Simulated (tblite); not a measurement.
Parent: `[CH:1]#[C:2][CH2:3][Si@H:4]1[CH2:5][C@@H:6]([C:7]#[N:8])[CH2:9]1` with C2–C3–Si4–C5 82°, C3–Si4–C5–C6 122°, Si4–C5–C6–C7 -131°, C5–C6–C9–Si4 11°, C3–Si4–C9–C6 -124°, C7H9NSi.

The geometries are computed with GFN2-xTB (gas phase). One conformer each, not checked by frequencies here.

| coordinate of the parent | value |
| --- | --- |
| C1≡C2 | 1.197 Å |
| C2–C3 | 1.442 Å |
| C3–Si4 | 1.906 Å |
| Si4–C5 | 1.914 Å |
| C5–C6 | 1.550 Å |
| C6–C7 | 1.434 Å |
| C7≡N8 | 1.145 Å |
| C6–C9 | 1.549 Å |
| Si4–C9 | 1.915 Å |
| C1–C2–C3 | 179.2° |
| C2–C3–Si4 | 111.1° |
| C3–Si4–C5 | 117.8° |
| C3–Si4–C9 | 116.3° |
| C5–Si4–C9 | 76.8° |
| Si4–C5–C6 | 90.5° |
| C5–C6–C7 | 112.8° |
| C5–C6–C9 | 100.3° |
| C7–C6–C9 | 112.8° |
| C6–C7–N8 | 177.6° |
| Si4–C9–C6 | 90.5° |

Problem. How does the shared frame change in `[CH2:1]=[CH:2][CH2:3][Si@H:4]1[CH2:5][C@@H:6]([C:7]#[N:8])[CH2:9]1` with C1–C2–C3–Si4 109°, C2–C3–Si4–C5 -169°, C3–Si4–C5–C6 124°, Si4–C5–C6–C7 -131°, C5–C6–C9–Si4 11°, C3–Si4–C9–C6 -123°, C7H11NSi? Atoms pair as C1 = C1, C2 = C2, C3 = C3, Si4 = Si4, C5 = C9, C6 = C6, C7 = C7, N8 = N8, C9 = C5 (parent first).

Solution. 
```
   parent   relative  value in the relative  change
    C1≡C2      C1=C2                1.320 Å  +0.123
    C2–C3      C2–C3                1.489 Å  +0.047
   C3–Si4     C3–Si4                1.904 Å  -0.002
   Si4–C5     Si4–C9                1.914 Å   0.000
    C5–C6      C9–C6                1.550 Å   0.000
    C6–C7      C6–C7                1.434 Å   0.000
    C7≡N8      C7≡N8                1.145 Å   0.000
    C6–C9      C6–C5                1.549 Å   0.000
   Si4–C9     Si4–C5                1.915 Å   0.000
 C1–C2–C3   C1–C2–C3                 124.6°   -54.6
C2–C3–Si4  C2–C3–Si4                 110.7°    -0.4
C3–Si4–C5  C3–Si4–C9                 117.9°    +0.1
C3–Si4–C9  C3–Si4–C5                 117.2°    +0.9
C5–Si4–C9  C9–Si4–C5                  76.9°    +0.1
Si4–C5–C6  Si4–C9–C6                  90.5°     0.0
 C5–C6–C7   C9–C6–C7                 112.8°     0.0
 C5–C6–C9   C9–C6–C5                 100.3°     0.0
 C7–C6–C9   C7–C6–C5                 112.8°     0.0
 C6–C7–N8   C6–C7–N8                 177.6°     0.0
Si4–C9–C6  Si4–C5–C6                  90.5°     0.0
```

Of the parent's bonds, C1–C2 changes most (+0.123 Å). Point group C1 → C1.
